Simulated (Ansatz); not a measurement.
Reaction (redistribution): `[F][GeH2][GeH3]` + `[SiH3][GeH2][SiH3]` → `[SiH3][GeH2][GeH2][GeH3]` + `F[SiH3]`

Isolated molecules relaxed with PBE0-D4/def2-TZVP in Ansatz; ΔE leaves out vibrations. CBS: MP2 limit from def2 TZ/QZ plus the TZ coupled-cluster correction, frozen cores. This one scheme is used for every species. Functionals use def2-TZVPP. B3LYP here is the variant with VWN-RPA as its local correlation; programs differ in this. For Ge outer-core shells are correlated without core-valence functions, which leaves a few kJ/mol of doubt a bond. Scalar relativity is left out up to krypton. One conformer a species, not always the lowest.

```
           level  ΔE (kcal/mol)  difference from CCSD(T)/CBS
          PBE-D4          -20.3                          4.5
       revPBE-D4          -19.8                          5.0
      r2SCANh-D4          -22.6                          2.2
            BLYP          -20.0                          4.8
           B3LYP          -21.4                          3.4
     HF/def2-SVP          -19.3                          5.5
CCSD(T)/def2-SVP          -20.0                          4.8
  MP2/def2-TZVPP          -26.3                         -1.5
  MP2/def2-QZVPP          -26.5                         -1.7
    HF/CBS(def2)          -22.8                          2.0
     CCSD(T)/CBS          -24.8                            0
```

Largest T1 diagnostic among the species: 0.012.

From r2SCAN to r2SCAN0 (25 % exact exchange), in def2-TZVPP and without D4, ΔE moves by −1.2 kcal/mol. At CCSD(T), def2-SVP lies +4.8 kcal/mol from the extrapolated value and def2-TZVPP +0.6 kcal/mol.
